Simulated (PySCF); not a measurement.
# Radial density of Tc (technetium, neutral)

UHF, [Kr] 4d5 5s2, high-spin 6S determinant. Computed with PySCF 2.14 in def2-SVP with the def2 core potential (28 electrons) (5s3p2d1f, 31 functions), with a scalar-relativistic core potential. This is the valence pseudo-density: the core potential removes the inner electrons and smooths the orbitals near the nucleus.

```csv
r (bohr),4πr²ρ (e/bohr),4πr²(ρα − ρβ)
0.0349,2.103e-05,0.0000
0.0587,5.699e-05,0.0000
0.0988,0.0001500,0.0000
0.166,0.0007143,0.0003
0.279,0.02367,0.0068
0.470,0.8887,0.1518
0.791,9.052,1.6478
1.33,9.638,3.4748
2.24,2.368,1.5120
3.76,0.6592,0.1167
6.33,0.08667,-0.0360
10.6,0.0008253,-0.0005
```

Energies and moments cover only the electrons outside the core potential.

Task: Where is the radial spin density 4πr²(ρα − ρβ) most negative, and why is it negative at all?

Result: Around r = 6.33 bohr, down to -0.0360 e/bohr: exchange with the open shell polarises the paired shells in an unrestricted calculation.
